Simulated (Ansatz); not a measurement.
`C[SiH](O)[Si](O)(O)O`. Charge 0, multiplicity 1. The structure was optimised at the PBE0-D4/def2-TZVP level. It is one conformer, not always the lowest.

```xyz
15

C     0.497   -1.617    1.589
Si   -0.006   -1.139   -0.139
O    -1.546   -1.681   -0.416
Si   -0.015    1.179   -0.519
O    -1.338    1.335   -1.486
O    -0.245    2.134    0.796
O     1.372    1.765   -1.191
H     0.397   -2.696    1.730
H     1.540   -1.346    1.773
H    -0.127   -1.112    2.329
H     0.948   -1.777   -1.102
H    -2.082   -1.097   -0.957
H    -1.684    2.218   -1.637
H     0.536    2.566    1.147
H     1.753    1.268   -1.917
```

Question: What is the dipole moment at ωB97M-V/def2-TZVPP? (Estimate.)

Answer: Computed: 2.01 D, with components (1.23, 1.49, -0.58) D in this frame, pointing from negative to positive charge.

Question: And with PBE, r2SCAN, B3LYP? (Estimate.)

Answer: Computed: PBE 1.91 D, r2SCAN 1.97 D, B3LYP 2.00 D.

Question: Give the Mulliken charges with ωB97M-V, B3LYP, r2SCAN in def2-TZVPP. (Best estimate.)

Answer: Computed: 
| atom | ωB97M-V | B3LYP | r2SCAN |
| --- | --- | --- | --- |
| C1 | -0.44 | -0.38 | -0.30 |
| Si2 | 0.34 | 0.39 | 0.39 |
| O3 | -0.39 | -0.41 | -0.43 |
| Si4 | 0.62 | 0.66 | 0.67 |
| O5 | -0.40 | -0.41 | -0.43 |
| O6 | -0.38 | -0.40 | -0.42 |
| O7 | -0.37 | -0.39 | -0.41 |
| H8 | 0.13 | 0.11 | 0.08 |
| H9 | 0.11 | 0.09 | 0.07 |
| H10 | 0.13 | 0.11 | 0.08 |
| H11 | -0.08 | -0.13 | -0.14 |
| H12 | 0.19 | 0.19 | 0.21 |
| H13 | 0.18 | 0.19 | 0.21 |
| H14 | 0.19 | 0.19 | 0.21 |
| H15 | 0.18 | 0.19 | 0.20 |

B3LYP here is the variant with VWN-RPA as its local correlation; programs differ in this.
